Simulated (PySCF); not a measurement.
## EPR parameters of [C5H14N2]+

Compound: C5H14N2 (charge +1 and doublet state).
Cartesian coordinates in Å at the GFN2-xTB level; atoms count from 1:
```xyz
21
C5H14N2 angstrom
C      2.2552   -0.3742   -0.0065
C      1.2032    0.1560   -0.9718
C     -0.2523    0.0235   -0.5163
C     -0.5873    0.9708    0.6733
N     -0.7689    2.2955    0.3173
C     -0.6588   -1.3726   -0.0286
N     -1.9894   -1.2901    0.5137
H      2.1979    0.1031    0.9678
H      2.1737   -1.4494    0.1228
H      3.2413   -0.1667   -0.4128
H      1.2988   -0.3813   -1.9188
H      1.4057    1.2073   -1.1845
H     -0.9009    0.3056   -1.3525
H     -1.5441    0.4714    1.0308
H      0.1427    0.8875    1.4792
H     -1.3352    2.5360   -0.4801
H     -0.3644    3.0475    0.8480
H      0.0160   -1.7057    0.7607
H     -0.5921   -2.0792   -0.8662
H     -2.7231   -1.1725   -0.1741
H     -2.2267   -1.9956    1.1982
```

The hyperfine couplings belong to this conformer and change with its torsions.

Identity: `CCC(CN)C[NH2+]` [radical] (charge +1).

The calculation used UKS B3LYP, pcH-1 on C H N, non-relativistic, mean-field spin-orbit, GIAO (PySCF 2.14.0). Geometry: GFN2-xTB, one conformer, isolated ion. A GFN2-xTB geometry isn't a minimum of the functional, and hyperfine couplings can be far from their values at a DFT geometry, by a factor of two or more for some ions and for spin on atoms past the first row. No stability test was run, so a lower SCF solution isn't excluded.

| Property | Result |
| --- | --- |
| g1, g2, g3 | 2.00253, 2.00337, 2.00532 |
| g_iso | 2.00374 |
| Form of g | rhombic: the two nearest values differ by 30 % of g3 − g1 |
| ⟨S²⟩ | 0.7551 (exact 0.7500) |
| α and β electrons | 29, 28 |
| HOMO–LUMO gap, α and β orbitals | 8.20, 2.74 eV |
| Basis functions | 315 |

Isotropic coupling and dipolar principal values T1 to T3, in G (MHz turned into gauss with g_iso; 10 G = 1 mT):

| atom | isotope | a_iso | T1 | T2 | T3 | Mulliken spin population |
| --- | --- | --- | --- | --- | --- | --- |
| C1 | 13C | 0.0 | -0.1 | -0.1 | 0.2 | 0.00 |
| C2 | 13C | -0.7 | -0.5 | -0.4 | 1.0 | 0.00 |
| C3 | 13C | -1.2 | -3.8 | -3.5 | 7.3 | 0.07 |
| C4 | 13C | -7.5 | -6.1 | -4.8 | 10.9 | 0.07 |
| N5 | 14N | 7.5 | -8.8 | -8.7 | 17.5 | 0.51 |
| C6 | 13C | -5.0 | -1.1 | -0.5 | 1.6 | -0.02 |
| N7 | 14N | 14.9 | -5.3 | -5.3 | 10.6 | 0.30 |
| H8 | 1H | 0.0 | -0.5 | -0.4 | 0.9 | 0.00 |
| H9 | 1H | 0.0 | -0.4 | -0.3 | 0.6 | 0.00 |
| H10 | 1H | 0.2 | -0.3 | -0.2 | 0.5 | 0.00 |
| H11 | 1H | 6.0 | -0.6 | -0.2 | 0.8 | 0.01 |
| H12 | 1H | 0.4 | -1.1 | -0.4 | 1.5 | 0.00 |
| H13 | 1H | -2.0 | -1.6 | -0.4 | 2.0 | 0.00 |
| H14 | 1H | 91.4 | -5.7 | -4.6 | 10.3 | 0.06 |
| H15 | 1H | 4.1 | -2.1 | -1.5 | 3.6 | 0.00 |
| H16 | 1H | -13.1 | -9.9 | -2.5 | 12.3 | -0.02 |
| H17 | 1H | -13.6 | -10.4 | -2.3 | 12.7 | -0.02 |
| H18 | 1H | 1.1 | -0.9 | -0.4 | 1.4 | 0.00 |
| H19 | 1H | 34.3 | -1.0 | -0.8 | 1.7 | 0.04 |
| H20 | 1H | -4.7 | -5.9 | -1.6 | 7.5 | -0.01 |
| H21 | 1H | -4.4 | -6.2 | -1.8 | 8.0 | -0.01 |

Largest spin populations (Mulliken): N5 (+0.51), N7 (+0.30), C3 (+0.07) and C4 (+0.07). The angles at N5 add up to 360.0°, so it is planar.

N7, the radical centre as drawn in `CCC(CN)C[NH2+]`, holds a spin population of +0.30 out of 1.

Axes: g3 points within 2° of the N5–H16 bond.

Under fast tumbling the dipolar parts average out, and these isotropic splittings remain (the largest six): 1 × 1H (H14, I = 1/2, 2 lines) with 9.14 mT, 1 × 1H (H19, I = 1/2, 2 lines) with 3.43 mT, 1 × 14N (N7, I = 1, 3 lines) with 1.49 mT, 1 × 1H (H17, I = 1/2, 2 lines) with 1.36 mT, 1 × 1H (H16, I = 1/2, 2 lines) with 1.31 mT and 1 × 14N (N5, I = 1, 3 lines) with 0.75 mT.

Means are taken over nuclei equivalent by connectivity, which assumes that they swap fast. H16 and H17 aren't averaged: N5 is flat or nearly so (angle sum 360°), and its turn about the short N5–C4 bond (1.38 Å) is taken as slow. The 1H value of +9.0 MHz is a mean of couplings from 1.2 to 16.8 MHz in this one geometry, not an average over conformers.

The 13C coupling of C4 (-21.0 MHz) shows only in satellite lines or after enrichment, since that isotope makes up about 1.07 % of natural carbon.

Examples of negative spin density at the nucleus (bohr⁻³): C4 (-0.0186), C6 (-0.0124) and H17 (-0.0085).

The run took 94 s of wall time (grids of density and orbitals included) on one thread of an Arm Neoverse V2, no GPU, shared host, and the process peaked at 0.98 GiB of memory.
